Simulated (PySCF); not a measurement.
Job file and geometry (Å, from GFN2-xTB) of an NMR shielding run on `C1=C([SiH2]F)C(=O)O[C@@H]1CC`, C$_{6}$H$_{9}$FO$_{2}$Si, GIAO PBE0/pcSseg-1 NMR shielding, non-relativistic, gas phase (PySCF); density fitting, a coarse starting grid and PySCF grid level 2 are the driver's defaults:

```
$ OMP_NUM_THREADS=1 python probes_run.py task.json out

{"job": {"kind": "nmr", "xc": "PBE0", "basis": "pcSseg-1"}, "charge": 0, "multiplicity": 1}
C     -2.004538     0.983748    -0.323658
C     -2.116212    -0.476697     0.096019
C     -0.757136    -1.194483     0.069174
C      0.302037    -0.511515     0.876720
C      1.315256    -0.151365     0.087218
Si     2.922503     0.749011     0.422930
F      2.875871     1.077939     2.004365
C      0.971731    -0.602958    -1.279682
O      1.622031    -0.468091    -2.279916
O     -0.227326    -1.222450    -1.247404
H     -1.563420     1.058079    -1.314941
H     -1.385027     1.542315     0.374884
H     -2.991583     1.437870    -0.351704
H     -2.518557    -0.552008     1.107377
H     -2.786737    -1.004678    -0.583297
H     -0.898502    -2.234405     0.396048
H      0.197136    -0.348052     1.933006
H      4.074995    -0.115998     0.241957
H      2.957673     2.042987    -0.236558
```

Question: Write the output of this run.

Answer: 
```
coarse grid: 16984 points
cycle   1  E = -772.8991623223  dE =  1.590e+00  |g| = 1.046e+00  |ddm| = 4.023e+00
cycle   2  E = -772.4599325351  dE =  4.392e-01  |g| = 1.868e+00  |ddm| = 2.548e+00
cycle   3  E = -773.0815020092  dE = -6.216e-01  |g| = 3.204e-01  |ddm| = 1.945e+00
cycle   4  E = -773.1009149262  dE = -1.941e-02  |g| = 9.520e-02  |ddm| = 3.128e-01
cycle   5  E = -773.1022186384  dE = -1.304e-03  |g| = 3.356e-02  |ddm| = 7.795e-02
cycle   6  E = -773.1024610865  dE = -2.424e-04  |g| = 6.871e-03  |ddm| = 3.241e-02
cycle   7  E = -773.1024699012  dE = -8.815e-06  |g| = 2.544e-03  |ddm| = 7.224e-03
final grid: 161544 points
cycle   8  E = -773.1876747599  dE = -3.029e-05  |g| = 1.541e-02  |ddm| = 4.089e-02
cycle   9  E = -773.1875960796  dE =  7.868e-05  |g| = 2.578e-02  |ddm| = 3.120e-02
cycle  10  E = -773.1877173217  dE = -1.212e-04  |g| = 2.833e-03  |ddm| = 2.107e-02
cycle  11  E = -773.1877187925  dE = -1.471e-06  |g| = 5.339e-04  |ddm| = 2.264e-03
cycle  12  E = -773.1877188369  dE = -4.440e-08  |g| = 1.962e-04  |ddm| = 5.267e-04
cycle  13  E = -773.1877188452  dE = -8.297e-09  |g| = 3.815e-05  |ddm| = 1.885e-04
cycle  14  E = -773.1877188454  dE = -2.497e-10  |g| = 1.862e-05  |ddm| = 5.289e-05
converged SCF energy = -773.1877188454

GIAO shielding tensors (ppm)
atom      isotropic    diamagn.    paramagn.     s11        s22        s33       span
  0 C      178.803     249.453     -70.650    170.617    179.026    186.766     16.149
  1 C      157.410     249.184     -91.774    147.109    155.622    169.499     22.390
  2 C       99.086     249.240    -150.154     77.544     93.719    125.994     48.451
  3 C       10.539     256.722    -246.183   -121.245      7.329    145.532    266.777
  4 C       46.773     261.993    -215.221    -52.216     54.481    138.053    190.269
  5 Si     356.346     878.259    -521.913    319.794    323.547    425.696    105.901
  6 F      407.111     468.746     -61.634    384.362    403.604    433.367     49.005
  7 C        7.906     248.855    -240.949    -80.697     39.175     65.241    145.938
  8 O      -81.261     399.553    -480.814   -331.381   -201.146    288.743    620.124
  9 O       98.388     403.494    -305.106    -95.383    186.090    204.456    299.838
 10 H       30.752      31.520      -0.768     25.790     30.862     35.605      9.815
 11 H       31.223      32.025      -0.802     26.076     31.048     36.546     10.471
 12 H       30.802      28.370       2.432     25.948     27.763     38.695     12.747
 13 H       30.076      30.837      -0.761     26.151     27.937     36.142      9.991
 14 H       29.509      29.748      -0.239     25.292     27.709     35.526     10.234
 15 H       26.383      30.477      -4.094     22.805     25.374     30.970      8.165
 16 H       23.926      33.902      -9.976     19.685     24.455     27.639      7.954
 17 H       26.192      27.621      -1.428     22.616     25.044     30.917      8.301
 18 H       26.179      28.695      -2.516     22.914     25.066     30.558      7.644
```

Question: Turn these shieldings into chemical shifts. Shifts are taken against calculated references (same method and geometry level): TMS for $^{13}$C (σ = 186.93 ppm) and $^{29}$Si (σ = 349.16 ppm) and $^{1}$H (σ = 31.72 ppm); CFCl3 for $^{19}$F (σ = 170.95 ppm); $^{17}$O (σ = 336.08 ppm) against H2O.

Answer: Averaging equivalent atoms: C 7: 179.0; C 3: 176.4; C 4: 140.2; C 2: 87.8; C 1: 29.5; C 0: 8.1; Si 5: -7.2; F 6: -236.2; O 8: 417.3; O 9: 237.7; H 16: 7.79; H 18: 5.54; H 17: 5.52; H 15: 5.33; H 14: 2.21; H 13: 1.64; H 10/11/12: 0.79 ppm. Unscaled 19F shifts against computed CFCl3 carry errors that often reach 10 to 50 ppm. Unscaled 17O shifts of doubly bonded oxygen tend to come out too high, by tens of ppm or more. Experimental scales use liquid or dissolved standards, which lie at an offset from isolated H2O (liquid H2O: subtract about 36 ppm).

Size and cost of the density-fitted run: 222 basis functions, 38 s wall time on 1 thread of an Intel Xeon 6975P-C, shared host; peak memory 1.1 GiB.
